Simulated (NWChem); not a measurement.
# NbH2SO2F; SMILES [OH][Nb]([OH])([F])=[S]

```xyz
7

Nb     0.0054    -0.2208     0.0000
S      0.1036     1.9222     0.0000
F      1.7306    -0.9306     0.0000
O     -0.9244    -0.7887    -1.5205
H     -1.3328    -0.3540    -2.2760
O     -0.9244    -0.7887     1.5205
H     -1.3328    -0.3540     2.2760
```
Atoms are numbered in this order, from 1.

Results from NWChem. Medium grid unless said otherwise, to which SCAN and Minnesota functionals are sensitive. Structure relaxed at the PBE0/def2-SVP level. def2 effective core potentials on Nb; no spin-orbit coupling. B3LYP is NWChem's, with the RPA form of VWN correlation. Total energies of different functionals are on different scales.

| level | energy (Ha) | highest occupied level (eV) | orbital gap (eV) | dipole (D) |
|---|---|---|---|---|
| B3LYP/def2-SVP | -706.6159 | -7.53 | 5.54 | 2.50 |
| PBE/def2-SVP | -706.1984 | -6.57 | 4.03 | 2.49 |
| PW91/def2-SVP | -706.5713 | -6.62 | 4.02 | 2.48 |
| Hartree-Fock/def2-SVP | -704.1035 | -10.54 | 12.13 | 2.63 |
| LRC-wPBEh/def2-SVP | -706.2069 | -9.67 | 9.50 | 2.55 |
| TPSS/def2-SVP | -706.6354 | -6.69 | 4.17 | 2.54 |
| MPW1K/def2-SVP | -706.4855 | -8.80 | 7.40 | 2.57 |
| TPSSh/def2-SVP | -706.5825 | -7.19 | 4.94 | 2.55 |
| M05-2X/def2-SVP | -706.4474 | -9.07 | 8.28 | 2.54 |
